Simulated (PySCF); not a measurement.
**Correlation energy of Rh⁺ (rhodium, charge +1)**

[Kr] 4d7 5s1, 5s spin antiparallel (an excited configuration). All numbers are calculated (PySCF 2.14, the spin-free X2C one-electron Hamiltonian (Gaussian nucleus), in x2c-TZVPPall with one added diffuse shell each of s, p, d, f type (9s7p7d3f1g, 95 functions)). Frozen: [Kr]; 8 electrons correlated.

MP2 pair energies summed by pair of shells (mhartree):

```json
{"pair": "4d-4d", "energy": "-153.82", "share (%)": "81.4"}
{"pair": "4d-5s", "energy": "-35.08", "share (%)": "18.6"}
```

Total MP2 correlation energy: -188.91 mhartree.

Same-spin part -72.80 and opposite-spin part -116.11 mhartree; SCS-MP2 scales them by 1/3 and 6/5 to -163.60 mhartree.
